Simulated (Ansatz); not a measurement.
Consider the substitution at a C–Ge bond: `C#[C][GeH2][NH2]` + `[SiH3][SeH]` → `C#C[Se][SiH3]` + `[NH2][GeH3]`.

Calculated with Ansatz (gas phase, PBE0-D4/def2-TZVP geometries, no zero-point term in ΔE). CBS: MP2 limit from def2 TZ/QZ plus the TZ coupled-cluster correction, frozen cores. DFT in def2-TZVPP. For Ge, Se outer-core shells are correlated without core-valence functions, which leaves a few kJ/mol of doubt a bond. Scalar relativity is left out up to krypton. One conformer a species, not always the lowest.

```tsv
level	ΔE (eV)
B97M-V	0.57
PBE-QIDH	0.63
revPBE	0.55
HF/CBS(def2)	0.74
```

Question: What does CCSD(T)/CBS give? (Best estimate.)

Answer: The calculation gave: +0.66 eV. The listed levels differ from it by -0.09, -0.03, -0.11, 0.08 eV.

Largest T1 diagnostic among the species: 0.012.

In def2-TZVPP, CCSD(T) changes the Hartree–Fock value by −0.08 eV (the triples alone add −0.02 eV) and MP2 by −0.12 eV. From PBE to PBE0 (25 % exact exchange), in def2-TZVPP and without D4, ΔE moves by +0.05 eV.
